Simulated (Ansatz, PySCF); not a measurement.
Noncovalent pair: N2 (SMILES N#N) (first 2 atoms) with C2H6 (SMILES CC); geometry from B3LYP-D3(BJ)/def2-TZVP, rigid monomers moved along the line of their centres of mass till N1···H5 is 2.63 Å.
(charge 0, multiplicity 1):
```xyz
10

N     -0.477    -0.126    -0.248
N      0.607    -0.233    -0.308
C     -0.666     0.409     3.159
C      0.646    -0.354     2.999
H     -1.159     0.561     2.197
H     -0.501     1.392     3.604
H     -1.362    -0.132     3.803
H      0.482    -1.337     2.553
H      1.135    -0.508     3.963
H      1.345     0.185     2.357
```

Interaction energies are E(AB) − E(A) − E(B) at the monomers' geometry in the complex; basis-set methods are counterpoise corrected. Rows marked so take none.

Rows in STO-3G carry no dispersion term and start afresh at each structure.

The values were computed with Ansatz (a program for electronic structure); PySCF for STO-3G rows. Values without a source in brackets are computed.

Task: Estimate the interaction energy that HF/STO-3G (no counterpoise) returns for this input.

Result: 29 meV

Task: What is the computed interaction energy (wB97M-V/def2-TZVPPD)?

Result: -12 meV

Task: What is the computed interaction energy (r2SCAN/def2-TZVPPD)?

Result: 4 meV
